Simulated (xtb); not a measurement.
Job for xtb: GFN2-xTB on MoO, 2S+1 = 5, a spin state set in the input, which need not be the lowest, a point of a bond scan (R = 1.644 Å).

```
$ xtb mol.xyz --gfn 2 --sp --chrg 0 --uhf 4
2

Mo     0.00000000     0.00000000     0.00000000
O      0.00000000     0.00000000     1.64443600
```

It printed:

```
[...]
           -------------------------------------------------
          |                Calculation Setup                |
           -------------------------------------------------



           -------------------------------------------------
          |                 G F N 2 - x T B                 |
           -------------------------------------------------

        Reference                      10.1021/acs.jctc.8b01176
      * Hamiltonian:
        H0-scaling (s, p, d)           1.850000    2.230000    2.230000
        zeta-weighting                 0.500000
      * Dispersion:
        s8                             2.700000
        a1                             0.520000
        a2                             5.000000
        s9                             5.000000
      * Repulsion:
        kExp                           1.500000    1.000000
        rExp                           1.000000
      * Coulomb:
        alpha                          2.000000
        third order                    shell-resolved
        anisotropic                    true
        a3                             3.000000
        a5                             4.000000
        cn-shift                       1.200000
        cn-exp                         4.000000
        max-rad                        5.000000


          ...................................................
          :                      SETUP                      :
          :.................................................:
          :  # basis functions                  14          :
          :  # atomic orbitals                  13          :
          :  # shells                            5          :
          :  # electrons                        12          :
          :  max. iterations                   250          :
          :  Hamiltonian                  GFN2-xTB          :
          :  restarted?                      false          :
          :  GBSA solvation                  false          :
          :  PC potential                    false          :
          :  electronic temp.          300.0000000     K    :
          :  accuracy                    1.0000000          :
          :  -> integral cutoff          0.2500000E+02      :
          :  -> integral neglect         0.1000000E-07      :
          :  -> SCF convergence          0.1000000E-05 Eh   :
          :  -> wf. convergence          0.1000000E-03 e    :
          :  Broyden damping             0.4000000          :
          :  net charge                          0          :
          :  unpaired electrons                  4          :
          ...................................................

 iter      E             dE          RMSdq      gap      omega  full diag
   1     -4.0945943 -0.409459E+01  0.277E+01    0.00       0.0  T
   2     -5.1396212 -0.104503E+01  0.561E+01    0.00       1.0  T
   3     -5.3724469 -0.232826E+00  0.385E+01    0.00       1.0  T
   4     -5.6217967 -0.249350E+00  0.712E+01    0.24       1.0  T
   5     -5.7253851 -0.103588E+00  0.250E+01    0.00       1.0  T
   6     -5.7876943 -0.623092E-01  0.286E+01    0.00       1.0  T
   7     -5.8939999 -0.106306E+00  0.225E+01    0.00       1.0  T
   8     -5.7960052  0.979947E-01  0.267E+01    0.00       1.0  T
   9     -5.9104915 -0.114486E+00  0.100E+01    0.00       1.0  T
  10     -5.9078409  0.265064E-02  0.137E+01    0.00       1.0  T
  11     -5.9119722 -0.413134E-02  0.101E+01    0.00       1.0  T
  12     -5.9101481  0.182406E-02  0.885E+00    0.00       1.0  T
  13     -5.9117360 -0.158786E-02  0.728E+00    0.00       1.0  T
  14     -5.9124326 -0.696642E-03  0.657E+00    0.00       1.0  T
  15     -5.9156601 -0.322749E-02  0.267E+00    0.00       1.0  T
  16     -5.9161828 -0.522631E-03  0.115E+00    0.00       1.0  T
  17     -5.9164500 -0.267220E-03  0.155E-01    0.00       1.0  T
  18     -5.9164681 -0.181499E-04  0.152E-01    0.00       1.0  T
  19     -5.9164737 -0.554698E-05  0.153E-01    0.00       1.0  T
  20     -5.9164736  0.482288E-07  0.791E-02    0.00       1.0  T
  21     -5.9164748 -0.116403E-05  0.377E-03    0.00      18.7  T
  22     -5.9164748  0.715111E-08  0.319E-03    0.00      22.2  T
  23     -5.9164748  0.301814E-07  0.109E-02    0.00       6.5  T
  24     -5.9164748 -0.239325E-07  0.786E-03    0.00       9.0  T
  25     -5.9164748 -0.207207E-07  0.143E-03    0.00      49.4  T
  26     -5.9164748 -0.655124E-09  0.106E-03    0.00      66.5  T
  27     -5.9164748 -0.180159E-09  0.743E-05    0.00     951.7  T
  28     -5.9164748 -0.533795E-12  0.163E-05    0.00    4327.8  T

   *** convergence criteria satisfied after 28 iterations ***

         #    Occupation            Energy/Eh            Energy/eV
      -------------------------------------------------------------
         1        2.0000           -0.6562395             -17.8572
         2        2.0000           -0.4664201             -12.6919
         3        2.0000           -0.4664201             -12.6919
         4        2.0000           -0.4588927             -12.4871
         5        1.0000           -0.3593969              -9.7797
         6        1.0000           -0.3425870              -9.3223
         7        1.0000           -0.3425870              -9.3223
         8        0.5000           -0.3067121              -8.3461 (HOMO)
         9        0.5000           -0.3067121              -8.3461 (LUMO)
        10                         -0.2735453              -7.4435
        11                         -0.1246376              -3.3916
        12                         -0.1246376              -3.3916
        13                          0.2048984               5.5756
      -------------------------------------------------------------
                  HL-Gap            0.0000000 Eh            0.0000 eV
             Fermi-level           -0.3579285 Eh           -9.7397 eV

 SCC (total)                   0 d,  0 h,  0 min,  0.005 sec
 SCC setup                      ...        0 min,  0.000 sec (  4.386%)
 Dispersion                     ...        0 min,  0.000 sec (  1.163%)
 classical contributions        ...        0 min,  0.000 sec (  0.621%)
 integral evaluation            ...        0 min,  0.000 sec (  8.938%)
 iterations                     ...        0 min,  0.003 sec ( 72.808%)
 molecular gradient             ...        0 min,  0.000 sec (  8.752%)
 printout                       ...        0 min,  0.000 sec (  2.780%)

         :::::::::::::::::::::::::::::::::::::::::::::::::::::
         ::                     SUMMARY                     ::
         :::::::::::::::::::::::::::::::::::::::::::::::::::::
         :: total energy              -5.891765572334 Eh    ::
         :: gradient norm              0.077411857818 Eh/a0 ::
         :: HOMO-LUMO gap              0.000000000015 eV    ::
         ::.................................................::
         :: SCC energy                -5.916474797423 Eh    ::
         :: -> isotropic ES            0.043427028075 Eh    ::
         :: -> anisotropic ES          0.003495304055 Eh    ::
         :: -> anisotropic XC          0.002563876366 Eh    ::
         :: -> dispersion             -0.000756945831 Eh    ::
         :: repulsion energy           0.024709225089 Eh    ::
         :: add. restraining           0.000000000000 Eh    ::
         :: total charge               0.000000000000 e     ::
         :::::::::::::::::::::::::::::::::::::::::::::::::::::

           -------------------------------------------------
          |                Property Printout                |
           -------------------------------------------------

    * Orbital Energies and Occupations

         #    Occupation            Energy/Eh            Energy/eV
      -------------------------------------------------------------
Note: The following floating-point exceptions are signalling: IEEE_UNDERFLOW_FLAG IEEE_DENORMAL
normal termination of xtb
         1        2.0000           -0.6562395             -17.8572
         2        2.0000           -0.4664201             -12.6919
         3        2.0000           -0.4664201             -12.6919
         4        2.0000           -0.4588927             -12.4871
         5        1.0000           -0.3593969              -9.7797
         6        1.0000           -0.3425870              -9.3223
         7        1.0000           -0.3425870              -9.3223
         8        0.5000           -0.3067121              -8.3461 (HOMO)
         9        0.5000           -0.3067121              -8.3461 (LUMO)
        10                         -0.2735453              -7.4435
        11                         -0.1246376              -3.3916
        12                         -0.1246376              -3.3916
        13                          0.2048984               5.5756
      -------------------------------------------------------------
                  HL-Gap            0.0000000 Eh            0.0000 eV
             Fermi-level           -0.3579285 Eh           -9.7397 eV

     #   Z          covCN         q      C6AA      α(0)
     1  42 Mo       0.804     0.415   787.841    76.080
     2   8 O        0.804    -0.415    22.011     6.289

 Mol. C6AA /au·bohr⁶  :       1033.950788
 Mol. C8AA /au·bohr⁸  :     101964.872811
 Mol. α(0) /au        :         82.368795


Wiberg/Mayer (AO) data.
largest (>0.10) Wiberg bond orders for each atom

 ---------------------------------------------------------------------------
     #   Z sym  total        # sym  WBO       # sym  WBO       # sym  WBO
 ---------------------------------------------------------------------------
     1  42 Mo   2.423 --     2 O    2.423
     2   8 O    2.423 --     1 Mo   2.423
 ---------------------------------------------------------------------------

Topologies differ in total number of bonds
Writing topology from bond orders to xtbtopo.mol

molecular dipole:
                 x           y           z       tot (Debye)
 q only:        0.000       0.000      -1.290
   full:        0.000       0.000      -2.018       5.130
molecular quadrupole (traceless):
                xx          xy          yy          xz          yz          zz
 q only:        2.005       0.000       2.005       0.000       0.000      -4.009
  q+dip:        1.768       0.000       1.768       0.000       0.000      -3.535
   full:        1.565       0.000       1.565      -0.000      -0.000      -3.130


           -------------------------------------------------
          | TOTAL ENERGY               -5.891765572334 Eh   |
          | GRADIENT NORM               0.077411857818 Eh/α |
          | HOMO-LUMO GAP               0.000000000015 eV   |
           -------------------------------------------------

------------------------------------------------------------------------
------------------------------------------------------------------------
 total:
 SCF:
```

The run finished.

Cost: around 0.09 core-seconds (rough).
